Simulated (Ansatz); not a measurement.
`[F][Sn]([Cl])([Cl])[Cl]` + `C#N` → `N#[C][Sn]([F])([Cl])[Cl]` + HCl at 500 K and 1 bar (formal exchange of groups at the Sn–Cl bond).

Gas-phase electronic energies from Ansatz, PBE0-D4/def2-TZVP geometries. CBS: MP2 limit from def2 TZ/QZ plus the TZ coupled-cluster correction, frozen cores. This one scheme is used for every species. def2 core potentials past Kr. For Sn outer-core shells are correlated without core-valence functions, which leaves a few kJ/mol of doubt a bond.

```
                   species  CCSD(T)/CBS energy (Eh)  H − E (kJ/mol)  S (J/(mol·K))
 `[F][Sn]([Cl])([Cl])[Cl]`              -1693.31956            56.8          420.2
                     `C#N`                -93.32098            60.1          220.8
`N#[C][Sn]([F])([Cl])[Cl]`              -1326.22933            79.7          453.6
                       HCl               -460.38127            32.5          201.9
```

H − E and S are ideal-gas, rigid-rotor, harmonic terms from PBE0-D4/def2-TZVP. 1 Eh = 2625.50 kJ/mol, R = 8.31446 J/(mol·K).

**Question.** By hand: ΔE, ΔH, ΔS and ΔG.

**Answer.** ΔE = (-1326.22933) + (-460.38127) − (-1693.31956) − (-93.32098) = 0.02994 Eh = 78.6 kJ/mol. Δ(H − E) = 79.7 + 32.5 − 56.8 − 60.1 = -4.7, so ΔH = 73.9 kJ/mol. ΔS = 453.6 + 201.9 − 420.2 − 220.8 = 14.5 J/(mol·K). ΔG = 73.9 − 500 × (14.5)/1000 = 66.7 kJ/mol.

**Question.** By hand: the equilibrium constant, and the temperature at which ΔG would vanish if ΔH and ΔS stayed fixed.

**Answer.** log₁₀ K = −ΔG/(RT ln 10) = -7.0. ΔG = 0 at ΔH/ΔS = 5097 K, far beyond where these terms or the molecules hold.

The number of gas molecules stays the same, so ΔS is small and ΔH decides. A doubt of 5 kJ/mol in ΔE shifts log₁₀ K by 0.5 here. These are equilibria of isolated gas molecules and say nothing of rates. Largest T1 diagnostic: 0.014 (customary marks: 0.02 for closed shells, 0.045 for open ones).
